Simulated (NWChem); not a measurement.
System meant: CH₃FOSi; SMILES O=C[SiH2]F

Here is an NWChem input.

```
start job
memory heap 200 mb stack 900 mb global 1100 mb
geometry units angstroms noautoz
  O      0.082210    -2.084672     0.000000
  C     -0.536131    -1.048166     0.000000
  Si     0.467378     0.590384     0.000000
  F     -0.551820     1.858104     0.000000
  H     -1.661612    -1.051428     0.000000
  H      1.300734     0.636561    -1.230675
  H      1.300734     0.636561     1.230675
end
basis spherical
  O library def2-svp
  C library def2-svp
  Si library def2-svp
  F library def2-svp
  H library def2-svp
end
dft
  odft
  mult 2
  xc b3lyp
  iterations 150
  mulliken
end
task dft energy
```

End of the output:

```
 Summary of "ao basis" -> "" (spherical)
 ------------------------------------------------------------------------------
       Tag                 Description            Shells   Functions and Types
 ---------------- ------------------------------  ------  ---------------------
 O                          def2-svp                 6       14   3s2p1d
 C                          def2-svp                 6       14   3s2p1d
 Si                         def2-svp                 8       18   4s3p1d
 F                          def2-svp                 6       14   3s2p1d
 H                          def2-svp                 3        5   2s1p

                                 NWChem DFT Module
                                 -----------------

 Summary of "ao basis" -> "ao basis" (spherical)
 ------------------------------------------------------------------------------
       Tag                 Description            Shells   Functions and Types
 ---------------- ------------------------------  ------  ---------------------
 O                          def2-svp                 6       14   3s2p1d
 C                          def2-svp                 6       14   3s2p1d
 Si                         def2-svp                 8       18   4s3p1d
 F                          def2-svp                 6       14   3s2p1d
 H                          def2-svp                 3        5   2s1p

      Symmetry analysis of basis
      --------------------------

        a'         52
        a"         23

  number of electrons :                   40
  multiplicity        :                    2
 ------------------------------------------------------------------------
  no. of electrons and multiplicity not compatible                  40
 ------------------------------------------------------------------------
 ------------------------------------------------------------------------
  current input line :
    26: task dft energy
 ------------------------------------------------------------------------
 ------------------------------------------------------------------------
 There is an error in the input file
 ------------------------------------------------------------------------
 For more information see the NWChem manual at https://nwchemgit.github.io

0: no. of electrons and multiplicity not compatible:Received an Error in Communication
```

### Question
Find the fault in this run and fix the input.

### Answer
The program refused the input. Cause: the multiplicity doesn't fit the number of electrons (an even count wants an odd multiplicity, and the reverse). This input runs:
```
start job
memory heap 200 mb stack 900 mb global 1100 mb
geometry units angstroms noautoz
  O      0.082210    -2.084672     0.000000
  C     -0.536131    -1.048166     0.000000
  Si     0.467378     0.590384     0.000000
  F     -0.551820     1.858104     0.000000
  H     -1.661612    -1.051428     0.000000
  H      1.300734     0.636561    -1.230675
  H      1.300734     0.636561     1.230675
end
basis spherical
  * library def2-svp
end
dft
  xc b3lyp
  iterations 150
  mulliken
end
task dft energy
```
It converges to -504.25426 Ha (B3LYP/def2-SVP).
